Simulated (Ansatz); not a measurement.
C₂H₁₀GeSi, SMILES `C[SiH2][GeH2][CH3]`, relaxed with RKS PBE0-D4/def2-TZVP in Ansatz 0.2.0 from a PBE-D4/def2-SVP geometry. The force threshold is 0.005 eV/Å; the program also tests the step.

Charge 0, multiplicity 1.

Start:

```xyz
14

C    -0.151    2.098    0.573
Si   -0.132    0.403    1.424
Ge    0.717   -1.279   -0.056
C    -0.353   -1.345   -1.717
H     0.873    2.399    0.273
H    -0.556    2.880    1.248
H    -0.781    2.075   -0.339
H    -1.533    0.021    1.838
H     0.707    0.459    2.676
H     2.199   -0.964   -0.424
H     0.699   -2.679    0.623
H     0.051   -2.106   -2.412
H    -0.336   -0.360   -2.224
H    -1.405   -1.602   -1.484
```

| step | energy (eV) | largest force (eV/Å) | largest move (Å) |
| --- | --- | --- | --- |
| 1 | -66621.4604 | 0.381 | 0.000 |
| 2 | -66621.5010 | 0.111 | 0.025 |
| 3 | -66621.5041 | 0.023 | 0.010 |
| 4 | -66621.5042 | 0.015 | 0.009 |
| 5 | -66621.5042 | 0.005 | 0.010 |

End:

```xyz
14

C    -0.150    2.092    0.581
Si   -0.133    0.408    1.411
Ge    0.707   -1.264   -0.064
C    -0.351   -1.349   -1.715
H     0.859    2.387    0.283
H    -0.542    2.856    1.257
H    -0.777    2.077   -0.313
H    -1.518    0.034    1.821
H     0.700    0.453    2.645
H     2.175   -0.952   -0.428
H     0.693   -2.647    0.620
H     0.049   -2.113   -2.382
H    -0.324   -0.388   -2.231
H    -1.389   -1.592   -1.485
```

It took 20 s on 2 threads of an AMD EPYC 7R13 on a shared host and a share of an NVIDIA H100 80 GB, with 0.91 GiB of host memory at the peak.
